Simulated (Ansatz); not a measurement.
Reaction (redistribution): `N[SiH](O)[Si](N)(O)O` + `CC1BO1` → `N[SiH2][Si](N)(O)O` + `CC1OB1O`

Computed with Ansatz on PBE0-D4/def2-TZVP structures; ΔE is electronic, products minus reactants. CCSD(T)/CBS is the MP2 limit (def2-TZVPP, def2-QZVPP) plus CCSD(T) − MP2 in def2-TZVPP, frozen cores. DFT in def2-TZVPP. B3LYP here is the variant with VWN-RPA as its local correlation; programs differ in this. One conformer a species, not always the lowest.

`N[SiH](O)[Si](N)(O)O`:

Cartesian coordinates in Å:
```
N -1.155 1.828 -0.913
Si 0.272 1.247 -0.178
O 0.606 1.767 1.374
Si 0.080 -1.053 0.218
N 0.790 -2.214 -0.812
O -1.553 -1.276 0.188
O 0.798 -1.335 1.672
H -1.222 2.703 -1.404
H -2.053 1.436 -0.684
H 1.381 1.724 -1.056
H 0.810 2.694 1.509
H 1.756 -2.469 -0.694
H 0.480 -2.332 -1.762
H -1.859 -2.176 0.327
H 0.870 -0.546 2.217
```

`CC1BO1`:

```xyz
9

C    -0.071   -0.577    0.976
C     0.476    0.184   -0.190
B    -0.359    0.916   -1.218
O     0.022   -0.315   -1.541
H     0.165   -0.042    1.900
H    -1.155   -0.684    0.918
H     0.371   -1.576    1.045
H     1.557    0.316   -0.182
H    -1.006    1.778   -1.709
```

`N[SiH2][Si](N)(O)O`:

Z-matrix (Å, degrees):
```
Si
Si 1 2.337
N 1 1.730 2 104.6
H 1 1.491 2 111.2 3 116.2
H 1 1.497 2 111.5 3 -125.7
O 2 1.644 1 107.4 3 165.9
N 2 1.723 1 119.2 3 -73.4
O 2 1.650 1 103.0 3 43.4
H 3 1.009 1 116.9 2 -46.2
H 3 1.008 1 120.0 2 175.4
H 6 0.960 2 116.9 1 169.4
H 7 1.009 2 118.5 1 -72.7
H 7 1.009 2 118.2 1 64.2
H 8 0.960 2 116.8 1 -166.3
```

`CC1OB1O`:

Cartesian coordinates in Å:
```
C -0.038 0.581 1.276
C -0.561 -0.195 0.108
O -0.821 0.640 -1.137
B 0.111 -0.310 -1.239
O 0.949 -0.748 -2.193
H 0.818 1.199 1.001
H -0.810 1.230 1.700
H 0.282 -0.111 2.060
H -1.432 -0.809 0.334
H 1.502 -1.478 -1.910
```

Task: Is it downhill or uphill in electronic energy at CCSD(T)/CBS, and by how much? (Estimate.)

Result: The calculation gave: Nearly level: ΔE = +2.8 kJ/mol.

Task: What do these levels give: ωB97X-V, B2PLYP, PBE0, B3LYP, MP2/def2-QZVPP, CCSD/CBS(def2)? (Estimate.)

Result: Computed: ωB97X-V 0.3, B2PLYP -1.4, PBE0 -8.1, B3LYP -4.8, MP2/def2-QZVPP 4.1, CCSD/CBS(def2) 2.3 kJ/mol.

Largest T1 diagnostic among the species: 0.015.

In def2-TZVPP, CCSD(T) changes the Hartree–Fock value by +3.2 kJ/mol (the triples alone add +0.5 kJ/mol) and MP2 by +6.5 kJ/mol. The D4 term adds +3.0 kJ/mol with B3LYP and +1.6 kJ/mol with PBE0; it sums over pairs of atoms, weighted by their polarisabilities, and B3LYP, whose exchange is more repulsive, gets the larger term.
